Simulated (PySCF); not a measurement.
Job file and geometry (Å, from GFN2-xTB) of an NMR shielding run on `C#Cc1nnsc1C#N`, C5HN3S, GIAO PBE0/pcSseg-1 NMR shielding, non-relativistic, gas phase in PySCF; density fitting, a coarse starting grid and PySCF grid level 2 are the driver's defaults:

```
{"job": {"kind": "nmr", "xc": "PBE0", "basis": "pcSseg-1"}, "charge": 0, "multiplicity": 1}
C      2.434731    -0.588010     0.473948
C      1.249285    -0.583690     0.282886
C     -0.135779    -0.566522     0.050650
N     -0.889557    -1.681527     0.069321
N     -2.107015    -1.504325    -0.158846
S     -2.531315     0.070025    -0.433992
C     -0.897716     0.575091    -0.224778
C     -0.467560     1.896362    -0.322711
N     -0.116150     2.985547    -0.402798
H      3.469959    -0.598297     0.643793
```

**Question.** Write the output of this run.

**Answer.** 
```
coarse grid: 10864 points
cycle   1  E = -752.6924365182  dE =  1.995e+00  |g| = 5.738e-01  |ddm| = 3.991e+00
cycle   2  E = -752.4403830418  dE =  2.521e-01  |g| = 1.168e+00  |ddm| = 2.149e+00
cycle   3  E = -752.7652384548  dE = -3.249e-01  |g| = 1.927e-01  |ddm| = 1.456e+00
cycle   4  E = -752.7721152587  dE = -6.877e-03  |g| = 7.725e-02  |ddm| = 2.199e-01
cycle   5  E = -752.7732463502  dE = -1.131e-03  |g| = 4.110e-02  |ddm| = 1.221e-01
cycle   6  E = -752.7736180129  dE = -3.717e-04  |g| = 6.841e-03  |ddm| = 4.424e-02
cycle   7  E = -752.7736278900  dE = -9.877e-06  |g| = 3.037e-03  |ddm| = 9.695e-03
final grid: 106136 points
cycle   8  E = -752.8269559640  dE = -1.519e-05  |g| = 8.807e-03  |ddm| = 6.781e-02
cycle   9  E = -752.8269177344  dE =  3.823e-05  |g| = 1.477e-02  |ddm| = 2.486e-02
cycle  10  E = -752.8269757196  dE = -5.799e-05  |g| = 1.950e-03  |ddm| = 1.607e-02
cycle  11  E = -752.8269765214  dE = -8.018e-07  |g| = 4.126e-04  |ddm| = 1.827e-03
cycle  12  E = -752.8269765545  dE = -3.308e-08  |g| = 2.097e-04  |ddm| = 6.397e-04
cycle  13  E = -752.8269765639  dE = -9.378e-09  |g| = 7.807e-05  |ddm| = 2.542e-04
cycle  14  E = -752.8269765652  dE = -1.270e-09  |g| = 2.488e-05  |ddm| = 7.919e-05
cycle  15  E = -752.8269765653  dE = -1.226e-10  |g| = 1.071e-05  |ddm| = 3.881e-05
converged SCF energy = -752.8269765653

GIAO shielding tensors (ppm)
atom      isotropic    diamagn.    paramagn.     s11        s22        s33       span
  0 C       85.886     259.879    -173.992     19.950     37.556    200.153    180.202
  1 C      110.219     246.071    -135.852     14.655     21.805    294.197    279.543
  2 C       37.783     246.945    -209.162    -29.923     49.845     93.428    123.352
  3 N     -213.200     322.202    -535.402   -615.701   -183.210    159.311    775.012
  4 N     -203.427     319.338    -522.766   -563.832   -181.232    134.782    698.614
  5 S      -77.952    1054.166   -1132.118   -494.614    113.345    147.411    642.026
  6 C       46.563     262.905    -216.343    -48.836     50.591    137.933    186.769
  7 C       72.010     257.546    -185.537    -41.079    -39.595    296.703    337.782
  8 N      -92.612     340.392    -433.004   -245.146   -203.860    171.170    416.316
  9 H       28.139      33.885      -5.745     24.015     24.837     35.566     11.550
```

**Question.** Turn these shieldings into chemical shifts. References, each an isolated molecule treated in the same way: ¹³C (σ = 186.93 ppm) and ¹H (σ = 31.72 ppm) vs TMS; NH3 for ¹⁵N (σ = 267.73 ppm); ³³S (σ = 503.73 ppm) vs CS2.

**Answer.** Averaging equivalent atoms: C 2: 149.1; C 6: 140.4; C 7: 114.9; C 0: 101.0; C 1: 76.7; N 3: 480.9; N 4: 471.2; N 8: 360.3; S 5: 582; H 9: 3.58 ppm. Experimental scales use liquid or dissolved standards, which lie at an offset from isolated NH3 (liquid NH3: subtract about 20 ppm). Unscaled 15N shifts of sp2 nitrogen come out 20 to 40 ppm too high even then.

Size and cost of the density-fitted run: 165 basis functions, 33 s wall time on 1 thread of an Arm Neoverse N1, shared host.
